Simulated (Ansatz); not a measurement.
Ideal-gas functions of AlBrH₂S₂, SMILES `[SH][Al]([SH])[Br]` at 400 K and 1 bar, from an Ansatz frequency run at PBE0-D4/def2-TZVP.

Molar mass 173.04 g/mol, point group C2v (symmetry number 2), electronic degeneracy 1, moments of inertia 241.369, 405.649, 647.018 u Å². Harmonic wavenumbers (cm⁻¹, unscaled): 105, 120, 178, 179, 259, 313, 516, 550, 668, 690, 2706, 2711.

Use S(trans) = R[1.5 ln M + 2.5 ln T − 1.1517]; rotational temperatures θ = 24.2544 K / I; S(rot) = R[ln(√π/σ · √(T³/θAθBθC)) + 1.5]; for each mode x = 1.438777 ν̃/T, S = R[x/(eˣ − 1) − ln(1 − e⁻ˣ)] and H = RT x/(eˣ − 1); 1 cm⁻¹ = 0.0119627 kJ/mol; R = 8.31446 J/(mol·K).

Task: By hand: the entropy, in J/(mol·K).

Result: Translation 179.2. Rotation: θ = 0.1005, 0.0598, 0.0375 K, giving 121.1. Vibration, mode by mode: 16.46, 15.36, 12.16, 12.12, 9.20, 7.75, 4.27, 3.88, 2.78, 2.61, 0.01, 0.01, in all 86.6. Electronic 0.0. Sum 386.9 J/(mol·K).

Task: By hand: H − E and G − E in kJ/mol, counted from the electronic energy.

Result: Zero-point energy ½ × 8995 × 0.0119627 = 53.8; thermal vibration 17.7; translation, rotation and pV give 4 RT = 13.3. H − E = 84.8 kJ/mol, and G − E = 84.8 − 400 × 386.9/1000 = -70.0 kJ/mol.

Vibration gives 22 % of the entropy, 31.8 J/(mol·K) of it from the modes under 150 cm⁻¹: soft modes count most, and the harmonic formula is weakest for them. The sum counts one conformer and one mirror image; others add a mixing term.
